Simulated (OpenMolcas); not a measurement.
Ti3+ (d1) among equal point charges was computed by CASSCF with the d shell active (OpenMolcas, ANO-RCC-VDZP on the metal). Its lowest spin-free states, and all those of the highest spin:

| 2S+1 | Degeneracy | E (cm-1) |
| --- | --- | --- |
| 2 | 2 | 0.0 |
| 2 | 2 | 5443 |
| 2 | 1 | 8802 |

Problem. Is the site octahedral, tetrahedral or cube-like, axial, or of lower symmetry?

Solution. The states with 2S+1 = 2 have orbital degeneracies 2, 2, 1. There are pairs but no triples, so the site is axial: not cubic, but with a proper or improper axis of order three or more. The run had Ti3+ among 2 point charges of -1 e arranged as a linear pair (D∞h), 1.97 Å from the ion.

This is an electrostatic model: the charges have no orbitals. No measured value stands beside these numbers.
